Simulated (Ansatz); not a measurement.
Reactions of C3H6ClIn (`C=[CH][In]([CH3])[Cl]`).

Computed with Ansatz on PBE0-D4/def2-TZVP structures; ΔE is electronic, products minus reactants. CBS: MP2 limit from def2 TZ/QZ plus the TZ coupled-cluster correction, frozen cores. This one scheme is used for every species, atoms too. For atomizations the MP2-based limit and the directly extrapolated one differ by several kJ/mol either way, and by 10 to 25 for some Ge, Se and Sn compounds, so smaller differences from it don't rank the levels. DFT in def2-TZVPP. No spin–orbit coupling; open shells (•) take unrestricted orbitals. Spin–orbit coupling would lower the free atoms: a little for C, Cl; strongly for In. Elements past krypton have def2 core potentials. Bonds to In are less sure, by a few kJ/mol each and by 10 to 20 or more in all where they break to atoms, as the def2 sets lack core-valence functions. Each species was taken in one conformer, which may not be the lowest.

| reaction | MP2/CBS(def2) (kcal/mol) | r2SCAN-D4 (kcal/mol) | HF/CBS(def2) (kcal/mol) | LDA (SPW92) (kcal/mol) | CCSD(T)/CBS(def2) (kcal/mol) |
| --- | --- | --- | --- | --- | --- |
| `C=[CH][In]([CH3])[Cl]` + H₂ → `C=[CH][InH][Cl]` + CH₄ | -6.0 | -9.6 | -15.4 | -9.9 | -8.1 |
| `C=[CH][In]([CH3])[Cl]` → 3 C• + Cl• + 6 H• + In• | 964.1 | 952.1 | 708.8 | 1076.6 | 951.8 |
| `C=[CH][In]([CH3])[Cl]` + H–F → `C=[CH][In]([CH3])[F]` + HCl | 15.2 | 12.1 | 14.2 | 12.4 | 13.8 |
| `C=[CH][In]([CH3])[Cl]` + H–F → `C=[CH][In]([F])[Cl]` + CH₄ | -15.9 | -20.8 | -24.0 | -16.1 | -17.3 |
| `C=[CH][In]([CH3])[Cl]` + SiH₄ → `[CH3][In]([SiH3])[Cl]` + ethylene | -8.3 | -11.3 | -10.1 | -12.0 | -9.5 |
| `C=[CH][In]([CH3])[Cl]` + `[SiH3]SS` → `CSS[SiH3]` + `C=[CH][InH][Cl]` | 7.3 | 5.1 | 5.3 | 3.9 | 6.7 |
| `C=[CH][In]([CH3])[Cl]` + HCl → `[CH3][In]([Cl])[Cl]` + ethylene | -30.0 | -32.1 | -37.8 | -28.3 | -30.4 |

Largest T1 diagnostic: 0.015, for In•.
